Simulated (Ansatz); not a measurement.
The first iterations of a band of CH7ClSiSn (11 atoms, charge 0, multiplicity 1).

The calculation used RKS PBE-D4/def2-SVP (Ansatz).

```
movable images  : 7
climbing image  : yes
spring          : 5.0 eV/Å²
optimiser       : quadratic models (default)
start path      : IDPP
force threshold : 0.05 eV/Å
iteration limit : 60
end points      : relaxed
```

Image 0:

```xyz
11
Properties=species:S:1:pos:R:3
Cl -0.960 2.040 1.029
C 0.712 1.358 0.931
Si 0.610 -0.532 0.658
Sn -0.945 -0.967 -1.358
H 1.237 1.616 1.873
H 1.233 1.862 0.094
H 2.005 -1.058 0.418
H 0.070 -1.174 1.908
H -2.608 -0.882 -0.908
H -0.638 0.212 -2.586
H -0.650 -2.532 -2.038
```

Image 8:

```xyz
11
Properties=species:S:1:pos:R:3
Cl 0.083 2.476 -0.032
C 0.409 1.230 1.239
Si 0.868 -0.425 0.398
Sn -0.968 -0.976 -1.334
H -0.506 1.131 1.857
H 1.224 1.612 1.885
H 2.211 -0.276 -0.263
H 0.976 -1.490 1.461
H -2.515 -0.570 -0.677
H -0.743 -0.102 -2.804
H -0.975 -2.667 -1.707
```

| iteration | highest image above the first end (eV) | largest band force component (eV/Å) |
| --- | --- | --- |
| 1 | 0.171 | 1.084 |
| 2 | 0.095 | 0.320 |

Question: Does the band converge within its limit, and where does its top end?

Answer: The run converged. It ended after 5 iterations with the highest image 0.077 eV above the first end. A vibrational analysis at the climbing image gives one clearly imaginary mode, 91i cm⁻¹: a first-order saddle point.

The run took 67 s on 2 threads of Intel(R) Xeon(R) Platinum 8375C CPU @ 2.90GHz (Ice Lake), on a shared host, peak memory 0.18 GiB.
